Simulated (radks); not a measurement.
All-electron atom: neutral erbium in [Xe] 4f12 6s2 (the NIST ground configuration). All-electron calculation, Dirac Kohn-Sham, LDA (Slater exchange, Perdew-Wang correlation), spin-unpolarised, spherical densities, point nucleus; open shells fill j = l - 1/2 first. Program: a radial shooting solver on a logarithmic mesh with Libxc functionals. Some entries of the table are withheld. Estimate them.

| orbital | occ. | eigenvalue (hartree) | <1/r> (bohr^-1) | <r> (bohr) |
|---|---|---|---|---|
| 1s1/2 | 2 | -2104.166 | 77.53 | 0.02038 |
| 2s1/2 | 2 | -353.3273 | 18.64 | 0.08594 |
| 2p1/2 | 2 | -336.6393 | 18.62 | 0.07149 |
| 2p3/2 | 4 | -302.9812 | 16.15 | 0.07877 |
| 3s1/2 | 2 | -79.14003 | 6.819 | 0.2251 |
| 3p1/2 | 2 | -71.80498 | 6.738 | 0.2148 |
| 3p3/2 | 4 | -64.73838 | 6.106 | 0.2285 |
| 3d3/2 | 4 | -52.15468 | (1) | 0.2013 |
| 3d5/2 | 6 | -50.60892 | (2) | 0.2056 |
| 4s1/2 | 2 | -15.58675 | 2.857 | 0.5083 |
| 4p1/2 | 2 | -12.65706 | 2.749 | 0.5172 |
| 4p3/2 | 4 | -11.05957 | 2.528 | 0.5490 |
| 4d3/2 | 4 | (3) | 2.307 | 0.5776 |
| 4d5/2 | 6 | (4) | 2.252 | 0.5889 |
| 5s1/2 | 2 | -1.90771 | 1.066 | (5) |
| 5p1/2 | 2 | -1.11621 | 0.9317 | (6) |
| 5p3/2 | 4 | -0.91773 | 0.8513 | (7) |
| 6s1/2 | 2 | -0.14652 | 0.3174 | 3.964 |
| 4f5/2 | 6 | -0.14352 | 1.659 | 0.8211 |
| 4f7/2 | 6 | -0.10369 | 1.627 | 0.8456 |

Answer. 
(1) 3d3/2 <1/r> (bohr^-1): 5.994
(2) 3d5/2 <1/r> (bohr^-1): 5.839
(3) 4d3/2 eigenvalue (hartree): -6.23064
(4) 4d5/2 eigenvalue (hartree): -5.94040
(5) 5s1/2 <r> (bohr): 1.254
(6) 5p1/2 <r> (bohr): 1.419
(7) 5p3/2 <r> (bohr): 1.536
